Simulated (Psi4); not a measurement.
Br$_{2}$Zn, singlet, geometry from GFN2-xTB (such geometries of metal compounds can be far from the true shape); Psi4 with PBE0/STO-3G.

Here is a job for Psi4.
```
memory 2 GB

molecule mol {
0 1
  Zn   -0.008122   -0.011950   -0.013266
  Br   -0.246643    1.763511   -1.425205
  Br    0.253605   -1.753268    1.436576
}

set basis sto-3g
set reference rks

energy('pbe0')
print_variables()
```

Predict the main parts of the log of this Psi4 run.


```
   => Loading Basis Set <=

    Name: STO-3G
    Role: ORBITAL
    Keyword: BASIS

         ---------------------------------------------------------
                                   SCF
               by Justin Turney, Rob Parrish, Andy Simmonett
                          and Daniel G. A. Smith
                              RKS Reference
         ---------------------------------------------------------

  ==> Geometry <==

    Molecular point group: cs
    Full point group: Cs

    Geometry (in Angstrom), charge = 0, multiplicity = 1:

       Center              X                  Y                   Z               Mass
    ------------   -----------------  -----------------  -----------------  -----------------
         ZN           0.015648133425    -0.012365097490     0.000000000000    63.929142010000
         BR           1.407767052358     1.794491478232     0.000000000000    78.918337600000
         BR          -1.420443089061    -1.784474920643     0.000000000000    78.918337600000

  Running in cs symmetry.

  Rotational constants: A =    471.83499  B =      0.02053  C =      0.02053 [cm^-1]
  Rotational constants: A = 14145257.11795  B =    615.52212  C =    615.49534 [MHz]
  Nuclear repulsion =  629.307198101259928

  Charge       = 0
  Multiplicity = 1
  Electrons    = 100
  Nalpha       = 50
  Nbeta        = 50

  ==> Algorithm <==

  SCF Algorithm Type is DF.
  DIIS enabled.
  MOM disabled.
  Fractional occupation disabled.
  Guess Type is SAD.
  Energy threshold   = 1.00e-06
  Density threshold  = 1.00e-06
  Integral threshold = 1.00e-12

  ==> Primary Basis <==

  Basis Set: STO-3G
    Blend: STO-3G
    Number of shells: 24
    Number of basis functions: 54
    Number of Cartesian functions: 57
    Spherical Harmonics?: true
    Max angular momentum: 2

  ==> DFT Potential <==

   => LibXC <=

    Version 7.1.2
    S. Lehtola, C. Steigemann, M. J. T. Oliveira, and M. A. L. Marques,  SoftwareX 7, 1–5 (2018) (10.1016/j.softx.2017.11.002)

   => Composite Functional: PBE0 <=

    PBE0 Hyb-GGA Exchange-Correlation Functional

    C. Adamo and V. Barone,  J. Chem. Phys. 110, 6158 (1999) (10.1063/1.478522)
    M. Ernzerhof and G. E. Scuseria,  J. Chem. Phys. 110, 5029 (1999) (10.1063/1.478401)

    Deriv               =              1
    GGA                 =           TRUE
    Meta                =          FALSE

    Exchange Hybrid     =           TRUE
    MP2 Hybrid          =          FALSE

   => Exchange Functionals <=

[...]
    NB   [    36,   14 ]

   @DF-RKS iter  90: -6834.78877223670861    1.14475e+01   1.13778e-02 DIIS/ADIIS
   @DF-RKS iter  91: -6842.74605831034569   -7.95729e+00   3.87945e-02 DIIS/ADIIS
   @DF-RKS iter  92: -6847.06048465170534   -4.31443e+00   3.86368e-02 DIIS/ADIIS
   @DF-RKS iter  93: -6847.22382630457741   -1.63342e-01   3.75769e-02 DIIS/ADIIS
   @DF-RKS iter  94: -6845.64559269722758    1.57823e+00   4.41939e-02 DIIS/ADIIS
   @DF-RKS iter  95: -6846.66985938800008   -1.02427e+00   3.83688e-02 DIIS/ADIIS
   @DF-RKS iter  96: -6846.02353806998417    6.46321e-01   4.15447e-02 DIIS/ADIIS
   @DF-RKS iter  97: -6846.11675246409868   -9.32144e-02   4.13139e-02 DIIS/ADIIS
   @DF-RKS iter  98: -6845.69982530699872    4.16927e-01   4.35996e-02 DIIS/ADIIS
   @DF-RKS iter  99: -6845.32993567245558    3.69890e-01   4.52080e-02 DIIS/ADIIS
    Occupation by irrep:
             Ap   App
    DOCC [    37,   13 ]
    NA   [    37,   13 ]
    NB   [    37,   13 ]

   @DF-RKS iter 100: -6845.32824469747447    1.69097e-03   4.54355e-02 DIIS/ADIIS

PsiException: Could not converge SCF iterations in 100 iterations.

  Failed to converge.

Traceback (most recent call last):
  File "psi4", line 375, in <module>
  File "<string>", line 24, in <module>
  File "site-packages/psi4/driver/driver.py", line 533, in energy
  File "site-packages/psi4/driver/procrouting/proc.py", line 2760, in run_scf
  File "site-packages/psi4/driver/procrouting/proc.py", line 2047, in scf_helper
  File "site-packages/psi4/driver/procrouting/scf_proc/scf_iterator.py", line 93, in scf_compute_energy
  File "site-packages/psi4/driver/procrouting/scf_proc/scf_iterator.py", line 86, in scf_compute_energy
  File "site-packages/psi4/driver/procrouting/scf_proc/scf_iterator.py", line 609, in scf_iterate

psi4.driver.p4util.exceptions.SCFConvergenceError: Could not converge SCF iterations in 100 iterations.

Printing out the relevant lines from the Psithon --> Python processed input file:
      Br    0.253605   -1.753268    1.436576
    ""","mol")
    core.IO.set_default_namespace("mol")
    core.set_global_option("BASIS", "sto-3g")
    core.set_global_option("REFERENCE", "rks")
--> energy('pbe0')
    print_variables()

!-------------------------------------------------------!
!                                                       !
!  Could not converge SCF iterations in 100 iterations. !
!                                                       !
!-------------------------------------------------------!
```

Convergence was not reached.
